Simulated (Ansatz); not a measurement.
Program: Ansatz. Geometries: PBE0-D4/def2-TZVP. ΔE: electronic, gas phase. CCSD(T)/CBS is the MP2 limit (def2-TZVPP, def2-QZVPP) plus CCSD(T) − MP2 in def2-TZVPP, frozen cores. Functionals use def2-TZVPP. B3LYP here is the variant with VWN-RPA as its local correlation; programs differ in this. One conformer a species, not always the lowest.

Consider the redistribution: `[CH3][AlH][N]([SiH3])[SiH3]` + `O[SiH2]F` → `[CH3][AlH][OH]` + `F[SiH2]N([SiH3])[SiH3]`.

`[CH3][AlH][N]([SiH3])[SiH3]`:

```xyz
15

C    -1.703   -0.508   -1.880
Al   -1.329   -0.482    0.030
N     0.299    0.076    0.563
Si    1.493    0.524   -0.613
Si    0.736    0.199    2.236
H    -1.300    0.370   -2.395
H    -2.776   -0.553   -2.080
H    -1.247   -1.385   -2.352
H    -2.349   -0.928    1.155
H     2.817    0.644    0.058
H     1.178    1.829   -1.258
H     1.594   -0.499   -1.689
H     1.825   -0.753    2.589
H     1.217    1.570    2.564
H    -0.456   -0.104    3.070
```

`O[SiH2]F`:

Cartesian coordinates in Å:
```
O -0.477 0.276 -1.147
Si 0.209 0.096 0.320
F 1.219 -1.140 0.330
H -1.130 -0.361 -1.438
H 0.982 1.325 0.571
H -0.802 -0.195 1.364
```

`[CH3][AlH][OH]`:

Cartesian coordinates in Å:
```
C 0.180 -1.247 -0.133
Al 0.133 0.640 0.315
O -0.929 1.633 -0.569
H 1.170 -1.539 -0.498
H -0.551 -1.502 -0.903
H -0.020 -1.868 0.747
H 1.022 1.311 1.449
H -1.006 2.572 -0.408
```

`F[SiH2]N([SiH3])[SiH3]`:

Cartesian coordinates in Å:
```
F 0.536 2.620 -0.540
Si -0.180 1.646 0.506
N -0.010 0.005 0.041
Si -1.341 -0.825 -0.721
Si 1.496 -0.845 0.256
H 0.465 1.898 1.813
H -1.624 1.979 0.502
H -2.401 -1.169 0.262
H -1.937 0.016 -1.789
H -0.801 -2.080 -1.307
H 2.102 -1.201 -1.052
H 2.415 0.052 1.003
H 1.278 -2.097 1.026
```

(1) Is it downhill or uphill in electronic energy at CCSD(T)/CBS, and by how much? (Estimate.)

(2) What do these levels give: PBE-D4, B3LYP-D4, PBE0, CCSD(T)/def2-TZVPP, HF/def2-QZVPP, MP2/CBS(def2)? (An estimate is asked.)

Largest T1 diagnostic among the species: 0.012.

Answers

(1) Ansatz gave: Nearly level: ΔE = -1.6 kJ/mol.

(2) Ansatz gave: PBE-D4 -2.5, B3LYP-D4 -3.1, PBE0 -1.9, CCSD(T)/def2-TZVPP -0.7, HF/def2-QZVPP -0.9, MP2/CBS(def2) -2.2 kJ/mol.
